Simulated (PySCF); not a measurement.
Al(F)(NCO)(OMe) (C2H3AlFNO2), SMILES O=C=[N][Al]([O]C)[F].

Geometry optimised at ωB97X-D3(BJ)/def2-SVP. The structure was generated by enumeration; whether it is a known compound was not checked. One conformer was computed; it need not be the lowest.

Calculation: IEF-PCM-M06-2X/def2-SVP (PySCF).

The values are the electrostatic part of the solvation free energy, E(continuum) − E(gas) at the gas-phase geometry, in a cavity of scaled van der Waals radii (PySCF's table); cavitation and dispersion terms are not included. A continuum can't describe solvent molecules that bind to the metal. In vacuum the orbital gap is 10.05 eV. The dipole moment in vacuum is 2.30 D.

| solvent | ε | ΔG(elec) (kcal/mol) | dipole (D) | gap (eV) |
|---|---|---|---|---|
| water | 78.36 | -7.9 | 2.63 | 10.17 |
| chloroform | 4.71 | -5.6 | 2.54 | 10.13 |
| methanol | 32.61 | -7.7 | 2.62 | 10.17 |
